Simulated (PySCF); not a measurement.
# [Nd(H2O)2]3+ at several levels of theory

Computed with PySCF 2.14.0 (density fitting, no spin-orbit coupling) at the geometry relaxed with PBE0:

```xyz
7
[Nd(H2O)2]3+ (singlet in the valence; each metal's 4f electrons, 3 of them, lie in its core potential, out of spins and levels)
Nd   -0.0431    1.0629    0.0018
O     0.0814   -0.1752    1.9175
H     0.2887    0.1447    2.8351
H    -0.0653   -1.1472    2.0543
O    -0.0681   -0.1762   -1.9172
H     0.0921   -1.1468   -2.0479
H    -0.2341    0.1420   -2.8435
```

| level | basis | state | HOMO (eV) | gap (eV) | charge on Nd1 (e) | population of f-type functions on Nd1 (polarisation alone where 4f lies in the core) | dipole about the centre of mass (D) | largest force component (eV/Å) |
| --- | --- | --- | --- | --- | --- | --- | --- | --- |
| PBE0 | Nd lcecp-1-SVP with ECP49, O def2-SVP, H def2-SVP | singlet | -26.27 | 7.71 | 2.25 | 0.04 | 2.62 | 0.01 |
| PBE0 | Nd lcecp-1-TZVP with ECP49, O def2-TZVP, H def2-TZVP | singlet | -26.26 | 7.80 | 2.43 | 0.05 | 2.65 | 0.27 |

In the lcecp rows the 4f levels are missing from HOMO and gap, and the state counts the valence alone.

Charges are Mulliken's, which hang on the basis. The relaxation used the grid (50, 194), these runs (75, 302) or, all-electron (x2c bases, spin-free X2C Hamiltonian), (99, 590).

Q: A further run in the first row's basis gives HOMO (eV) -24.58, gap (eV) 5.31, charge on Nd1 (e) 2.19, population of f-type functions on Nd1 (polarisation alone where 4f lies in the core) 0.04, dipole about the centre of mass (D) 2.82, largest force component (eV/Å) 0.42. Which level was it?
A. M06-L
B. TPSS

A: B. The others give HOMO -24.80 eV (M06-L).

In the first row's basis the gap widens with exact exchange: 5.3 to 5.9 eV for TPSS, M06-L (none); 7.7 eV for PBE0 (a fixed share).

An lcecp potential fixes the number of 4f electrons, so in runs with it no electron can move into or out of that shell.
